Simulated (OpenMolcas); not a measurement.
Ni4+ (d6) among equal point charges was computed by CASSCF with the d shell active (OpenMolcas, ANO-RCC-VDZP on the metal). Its lowest spin-free states, and all those of the highest spin:

```json
{"2S+1": "5", "Degeneracy": "2", "E (cm-1)": "0.0"}
{"2S+1": "5", "Degeneracy": "2", "E (cm-1)": "6314"}
{"2S+1": "5", "Degeneracy": "1", "E (cm-1)": "9495"}
{"2S+1": "3", "Degeneracy": "1", "E (cm-1)": "31046"}
{"2S+1": "3", "Degeneracy": "2", "E (cm-1)": "31068"}
{"2S+1": "3", "Degeneracy": "2", "E (cm-1)": "31161"}
{"2S+1": "3", "Degeneracy": "2", "E (cm-1)": "31281"}
{"2S+1": "3", "Degeneracy": "2", "E (cm-1)": "32203"}
{"2S+1": "3", "Degeneracy": "1", "E (cm-1)": "34665"}
{"2S+1": "3", "Degeneracy": "2", "E (cm-1)": "34970"}
{"2S+1": "3", "Degeneracy": "2", "E (cm-1)": "35369"}
{"2S+1": "3", "Degeneracy": "2", "E (cm-1)": "36823"}
```

**Question.** Is the site octahedral, tetrahedral or cube-like, axial, or of lower symmetry?

**Answer.** The states with 2S+1 = 5 have orbital degeneracies 2, 2, 1. There are pairs but no triples, so the site is axial: not cubic, but with a proper or improper axis of order three or more. The run had Ni4+ among 2 point charges of -2 e arranged as a linear pair (D∞h), 1.98 Å from the ion.

Without dynamic correlation the repulsion within the d shell is too large (B by tens of per cent), so at a given field states of lower spin stand too high. Point charges give a weaker field than real ligands, and real ions of this kind are often low spin; the high spin found here belongs to the model. This is an electrostatic model: the charges have no orbitals. No measured value stands beside these numbers.
